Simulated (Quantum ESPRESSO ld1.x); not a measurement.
I XXII, configuration [Ar] 3d10 4s2 4p2. Method: scalar-relativistic Kohn-Sham, LDA (Slater exchange, Perdew-Wang correlation), spin-polarised, spherical densities, point nucleus; open shells are filled with parallel spins first; computed with ld1.x of Quantum ESPRESSO 7.5.

Radial electron density D(r) = 4 pi r^2 rho(r):

r (bohr),D(r) (e/bohr),spin D(r)
0.001213,2.727,-0.0000546
0.001543,4.099,-0.0000744
0.001977,6.183,-0.0000932
0.002533,9.207,-0.0000925
0.00322,13.32,-0.0000270
0.004127,19.12,0.000229
0.005288,26.70,0.000968
0.006723,35.71,0.00278
0.008615,46.20,0.00721
0.01104,56.61,0.0172
0.01403,64.68,0.0378
0.01798,68.71,0.0799
0.02305,67.29,0.158
0.0293,62.56,0.280
0.03754,59.60,0.453
0.04811,64.64,0.624
0.06116,77.08,0.677
0.07837,87.72,0.491
0.1004,83.80,0.125
0.1277,68.59,0.0110
0.1636,60.29,0.593
0.2097,67.99,1.40
0.2665,70.64,1.13
0.3415,50.87,0.0664
0.4377,25.08,0.816
0.5564,13.45,3.35
0.713,8.813,3.97
0.9137,3.603,1.90
1.161,0.6649,0.381
1.488,0.04016,0.0251
1.907,0.0006494,0.000447

D(r) has 3 maxima, at r = 0.0190, 0.0842, 0.246 bohr, and minima at 0.0372, 0.161 bohr, inside which lie 1.99, 11.11 electrons.
